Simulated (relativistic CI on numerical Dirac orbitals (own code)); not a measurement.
Sensitivity of the levels of Lu IX to α and to the nuclear radius

These numbers are calculated, not measured: Dirac-Coulomb-Breit CI, KLI orbitals optimised for each configuration, derivatives by finite differences, unscaled Slater integrals, QED left out (own radial code, finite nucleus).

Configuration list (outside the closed core [Kr] 4d10): 4f¹³5s²5p², 4f¹²5s²5p³, 4f¹⁴5s²5p, 4f¹³5s5p³, 4f¹³5s²5p5d, 4f¹³5p⁴, 4f¹⁴5s²5d, 4f¹³5s²5d². Levels of other configurations are missing.

With x = (α/α₀)² − 1 an excitation energy changes as ω = ω₀ + qx; K = 2q/ω₀ is the relative enhancement. Terms are leading LS components, so labels can repeat. The field-shift factor is F = δν/δ⟨r²⟩ for the transition from the lowest level.

Lowest level 4f¹²5s²5p³ ⁶H°15/2.

| Level | ω₀ (cm⁻¹) | q (cm⁻¹) | F (GHz/fm²) |
| --- | --- | --- | --- |
| 4f¹²5s²5p³ ⁴H°11/2 | 6538.4 | -396.3 | 0.216 |
| 4f¹²5s²5p³ ²G°9/2 | 8247.4 | 1876 | 0.289 |
| 4f¹²5s²5p³ ⁶H°13/2 | 9420.4 | 6895 | -0.608 |
| 4f¹²5s²5p³ ⁴F°9/2 | 12072.1 | 593 | 0.124 |
| 4f¹²5s²5p³ ⁴G°7/2 | 12558.0 | 6826 | 0.478 |
| 4f¹²5s²5p³ ⁴G°5/2 | 14450.9 | 7467 | 0.359 |
| 4f¹²5s²5p³ ⁴G°11/2 | 15327.8 | 7381 | -0.583 |
| 4f¹²5s²5p³ ⁶F°7/2 | 17769.1 | 6179 | 0.456 |
| 4f¹²5s²5p³ ⁴I°13/2 | 17879.9 | 7913 | 0.638 |
| 4f¹²5s²5p³ ⁶F°5/2 | 22587.2 | 8295 | 0.452 |
| 4f¹²5s²5p³ ²H°9/2 | 22641.5 | 10010 | 0.219 |
| 4f¹²5s²5p³ ⁴H°11/2 | 24634.2 | 12830 | 0.0441 |
| 4f¹²5s²5p³ ⁶F°3/2 | 25670.3 | 10320 | 0.288 |

At this charge configurations can still be misplaced by up to about 7 % of their energy. Terms inside the open d or f shell come out 10 to 20 % too wide with unscaled integrals. Levels and lines within the n = 5 or 6 shells can be off by up to 10 % or somewhat more, and those that change n by about 2 %, since core polarisation is missing. The computed lowest level isn't the tabulated ground level, which NIST ASD gives as 4f13 5p2 4F°7/2.

Problem. Which transition from the lowest level has the largest |K|?

Solution. 4f¹²5s²5p³ ⁶H°13/2 at 9420.4 cm⁻¹, K = 1.46.
